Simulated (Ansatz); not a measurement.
The cluster SiSn₄⁻. Total charge -1; doublet. Geometry PBE-D4/def2-SVP, that of the neutral singlet; atoms count from 1.

```xyz
5

Si   -0.256    0.999   -1.178
Sn    0.301   -1.173    1.383
Sn   -1.726   -1.075   -0.658
Sn   -0.224    1.656    1.333
Sn    1.905   -0.407   -0.880
```

In the def2 sets Sn takes a core potential; there is no spin–orbit coupling. The structure comes from a short search, and lower isomers may exist.

Problem. Estimate the Mulliken populations from the PBE0/def2-TZVPD orbitals of Ansatz.

Solution. 
```tsv
atom	charge (e)	spin (α − β)
Si1	-0.57	0.46
Sn2	-0.33	0.27
Sn3	-0.03	0.09
Sn4	-0.03	0.09
Sn5	-0.03	0.09
```
Mulliken values and Mayer orders depend strongly on the basis. With diffuse functions, as here, like atoms can get unlike values, and bond orders can come out too low or too high.

Problem. Where does the spin sit?

Solution. Summed by element: Si 0.46, Sn 0.54, of 1 unpaired in all. Largest on single atoms: Si1 0.46, Sn2 0.27, Sn4 0.09.

Problem. And the Mayer bond orders between bonded heavy atoms (over 0.3)?

Solution. Si1–Sn3 0.90 (2.60 Å); Si1–Sn4 0.90 (2.60 Å); Si1–Sn5 0.90 (2.60 Å); Sn2–Sn3 0.83 (2.88 Å); Sn2–Sn4 0.83 (2.88 Å); Sn2–Sn5 0.83 (2.88 Å). Values over 0.3 also appear between atoms too far apart for a bond (Si1–Sn2 0.35 at 3.40 Å; Sn3–Sn4 0.47 at 3.70 Å; Sn3–Sn5 0.47 at 3.70 Å; Sn4–Sn5 0.47 at 3.70 Å); they arise where an orbital or an unpaired electron spreads over both atoms.
